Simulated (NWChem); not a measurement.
System: CH$_{4}$N$_{2}$S anion, doublet; SMILES of the neutral closed-shell parent NC(N)=S

Here is an NWChem input.

```
start job
memory heap 200 mb stack 900 mb global 1100 mb
charge -1
geometry units angstroms noautosym nocenter noautoz
  N      1.179117    -1.067662    -0.073348
  C     -0.008311    -0.319288     0.222118
  N     -1.161429    -1.135939    -0.007068
  S     -0.003534     1.407746    -0.058579
  H      1.278231    -1.872050     0.547106
  H      1.992828    -0.467975     0.009540
  H     -1.173896    -1.485997    -0.981781
  H     -1.990828    -0.560955     0.109868
end
basis spherical
  N library 6-31+g*
  C library 6-31+g*
  S library 6-31+g*
  H library 6-31+g*
end
dft
  odft
  mult 2
  xc b3lyp
  iterations 150
end
cosmo
  do_cosmo_smd true
  solvent water
end
task dft energy
```

NWChem printed, in part:

```
             Northwest Computational Chemistry Package (NWChem) 7.3.0
             --------------------------------------------------------

                             Geometry "geometry" -> ""
                             -------------------------

 Output coordinates in angstroms (scale by  1.889725989 to convert to a.u.)

  No.       Tag          Charge          X              Y              Z
 ---- ---------------- ---------- -------------- -------------- --------------
    1 N                    7.0000     1.17911700    -1.06766200    -0.07334800
    2 C                    6.0000    -0.00831100    -0.31928800     0.22211800
    3 N                    7.0000    -1.16142900    -1.13593900    -0.00706800
    4 S                   16.0000    -0.00353400     1.40774600    -0.05857900
    5 H                    1.0000     1.27823100    -1.87205000     0.54710600
    6 H                    1.0000     1.99282800    -0.46797500     0.00954000
    7 H                    1.0000    -1.17389600    -1.48599700    -0.98178100
    8 H                    1.0000    -1.99082800    -0.56095500     0.10986800

 Effective nuclear repulsion energy (a.u.)     152.2119007127

                                 NWChem DFT Module
                                 -----------------

 Summary of "ao basis" -> "ao basis" (spherical)
 ------------------------------------------------------------------------------
       Tag                 Description            Shells   Functions and Types
 ---------------- ------------------------------  ------  ---------------------
 N                          6-31+g*                  8       18   4s3p1d
 C                          6-31+g*                  8       18   4s3p1d
 S                          6-31+g*                 10       22   5s4p1d
 H                          6-31+g*                  2        2   2s

 in cosmo_initialize ...
 calling solv_data for solv:h2o

 solvent parameters
 solvname_short: h2o
 solvname_long:  water
 dielec:       78.4000
 dielecinf:     1.7769
 aqueous SMD model solvent descriptors
 dielec:       78.4000
 sola:          0.8200

          ---------------
          -cosmo- solvent
          ---------------
 Cosmo: York-Karplus, doi: 10.1021/jp992097l
 dielectric constant -eps-     =  78.40
 screen = (eps-1)/(eps    )    =   0.98724
 surface charge correction     = lagrangian

   van der Waals surface
 --------------------------

 ---------- ATOMIC COORDINATES (A.U.) ------------ VDWR(ANG.) --
     1    2.22820804   -2.01758863   -0.13860762     1.890
     2   -0.01570551   -0.60336683    0.41974216     1.850
     3   -2.19478257   -2.14661345   -0.01335658     1.890
     4   -0.00667829    2.66025420   -0.11069826     2.490
     5    2.41550634   -3.53766154    1.03388043     1.200
     6    3.76589886   -0.88434452    0.01802799     1.200
     7   -2.21834178   -2.80812715   -1.85529707     1.200
     8   -3.76211941   -1.06005124    0.20762041     1.200
 number of segments per atom =        128
 number of   points per atom =        128
 atom (   nspa,  nppa )
 ----------------------
    1 (     64,     0 )       0
    2 (     16,     0 )       0
    3 (     66,     0 )       0
    4 (    102,     0 )       0
    5 (     49,     0 )       0
    6 (     39,     0 )       0
    7 (     46,     0 )       0
    8 (     39,     0 )       0
 number of -cosmo- surface points =      421
 molecular surface =    121.469 angstrom**2
 molecular volume  =    105.780 angstrom**3
 -lineq- algorithm             =   0
 -bem- low  level              =   3
 -bem- from -octahedral-
 gaussian surface charge width =   4.50000
 degree of switching           =   1.00000
 switching function tolerance  =   0.00010
 atomic radii =
 --------------
    1  7.000  1.890
    2  6.000  1.850
    3  7.000  1.890
    4 16.000  2.490
    5  1.000  1.200
    6  1.000  1.200
    7  1.000  1.200
    8  1.000  1.200
 ...... end of -cosmo- initialization ......

 nat:                     8
 ixmem:                  3618
 calling mnsol_interface()
 G(SMD-CDS) energy (kcal/mol)  =     2.007
 SMD-CDS SASA (angstrom**2)    =   125.377

[...]

                                COSMO-SMD solvation results
                                ---------------------------

             internal energy in gas <Psi(g)|H|Psi(g)> =      -548.200842815207
         internal energy in solvent <Psi(s)|H|Psi(s)> =      -548.196503053166
                               delta internal energy  =         0.004339762042 (    2.72 kcal/mol)
   total free energy in solvent <Psi(s)|H+V/2|Psi(s)> =      -548.303185879354
 polarization energy contribution <Psi(s)|V/2|Psi(s)> =        -0.106682826188 (  -66.94 kcal/mol)
    total free energy in solvent including G(SMD-CDS) =      -548.299987702281
                       G(SMD-CDS) energy contribution =         0.003198177073 (    2.01 kcal/mol)
     1 M fixed-concentration free energy of solvation =        -0.099144887074 (  -62.21 kcal/mol)

                    DFT Final Alpha Molecular Orbital Analysis
                    ------------------------------------------

 Vector   19  Occ=1.000000D+00  E=-2.187783D-01
              MO Center=  5.9D-04,  7.2D-01,  2.7D-02, r^2= 3.0D+00
   Bfn.  Coefficient  Atom+Function         Bfn.  Coefficient  Atom+Function
  ----- ------------  ---------------      ----- ------------  ---------------
    63      0.485350  4 S  pz                67      0.278659  4 S  pz
    28      0.203056  2 C  s                 61     -0.203611  4 S  px
    59     -0.188236  4 S  pz                 5     -0.185482  1 N  pz
    62      0.177187  4 S  py                 6      0.175955  1 N  s
    23      0.168938  2 C  pz                27      0.147436  2 C  pz

 Vector   20  Occ=1.000000D+00  E=-1.925831D-01
              MO Center= -4.8D-02,  1.2D+00, -3.6D-02, r^2= 2.5D+00
   Bfn.  Coefficient  Atom+Function         Bfn.  Coefficient  Atom+Function
  ----- ------------  ---------------      ----- ------------  ---------------
    61      0.600838  4 S  px                65      0.366300  4 S  px
    57     -0.231701  4 S  px                40      0.173048  3 N  py
    63      0.169580  4 S  pz                44      0.145000  3 N  py
    69      0.140076  4 S  px                67      0.104869  4 S  pz
    10     -0.099717  1 N  s                  4     -0.087274  1 N  py

 Vector   21  Occ=1.000000D+00  E=-1.087228D-01
              MO Center=  1.9D-02,  5.1D-02, -1.8D-02, r^2= 3.7D+00
   Bfn.  Coefficient  Atom+Function         Bfn.  Coefficient  Atom+Function
  ----- ------------  ---------------      ----- ------------  ---------------
    28      1.427699  2 C  s                 68     -0.645554  4 S  s
    23      0.463305  2 C  pz                27      0.428021  2 C  pz
    46     -0.372180  3 N  s                 63     -0.339049  4 S  pz
    71     -0.308253  4 S  pz                67     -0.265268  4 S  pz
    24      0.261429  2 C  s                 30      0.237476  2 C  py

 Vector   22  Occ=0.000000D+00  E= 3.958292D-04
              MO Center=  6.6D-02, -5.4D-01,  4.5D-01, r^2= 1.1D+01
   Bfn.  Coefficient  Atom+Function         Bfn.  Coefficient  Atom+Function
  ----- ------------  ---------------      ----- ------------  ---------------
    68      3.951310  4 S  s                 30     -2.479533  2 C  py
    10     -1.158664  1 N  s                 46     -1.109114  3 N  s
    28     -0.954873  2 C  s                 70     -0.882635  4 S  py
    71      0.415718  4 S  pz                11      0.333675  1 N  px
    47     -0.330429  3 N  px                 6     -0.293621  1 N  s

 Vector   23  Occ=0.000000D+00  E= 2.937270D-02
              MO Center= -5.3D-02,  2.7D+00, -3.7D-01, r^2= 8.8D+00
   Bfn.  Coefficient  Atom+Function         Bfn.  Coefficient  Atom+Function
  ----- ------------  ---------------      ----- ------------  ---------------
    28      2.268631  2 C  s                 68     -2.119486  4 S  s
    70      1.976275  4 S  py                30      1.342176  2 C  py
    46      0.703705  3 N  s                 64     -0.626886  4 S  s
    71     -0.413691  4 S  pz                29      0.217362  2 C  px
    24      0.190480  2 C  s                 47      0.148850  3 N  px

 Vector   24  Occ=0.000000D+00  E= 3.692602D-02
              MO Center=  6.6D-03, -6.4D-01,  2.5D-01, r^2= 1.3D+01
   Bfn.  Coefficient  Atom+Function         Bfn.  Coefficient  Atom+Function
  ----- ------------  ---------------      ----- ------------  ---------------
    46      2.881335  3 N  s                 29      2.672220  2 C  px
    10     -2.494017  1 N  s                 28     -1.080230  2 C  s
    48      0.716694  3 N  py                68      0.684126  4 S  s
    47      0.582897  3 N  px                11      0.560113  1 N  px
    12     -0.526951  1 N  py                70     -0.343416  4 S  py

                     DFT Final Beta Molecular Orbital Analysis
                     -----------------------------------------

 Vector   18  Occ=1.000000D+00  E=-2.533526D-01
              MO Center= -1.2D-01, -8.5D-01, -4.7D-02, r^2= 3.1D+00
   Bfn.  Coefficient  Atom+Function         Bfn.  Coefficient  Atom+Function
  ----- ------------  ---------------      ----- ------------  ---------------
    28      0.382856  2 C  s                  5     -0.334203  1 N  pz
    40     -0.307536  3 N  py                 9     -0.264437  1 N  pz
    68     -0.254327  4 S  s                 41      0.252424  3 N  pz
    44     -0.235383  3 N  py                62     -0.230518  4 S  py
    45      0.196278  3 N  pz                22      0.159422  2 C  py

[...]
```

Level: B3LYP/6-31+G* (spherical d), spin-unrestricted, SMD on the gas-phase geometry. The geometry was optimised at B3LYP/def2-SVPD, spin-unrestricted. No frequency run checked for a minimum. This spin state was assumed; another may lie lower. No stability test was run on the SCF state. The gas-phase anion has a positive highest level at the geometry level, so the gas reference is doubtful. B3LYP is NWChem's, with the RPA form of VWN correlation. Solvent: water.
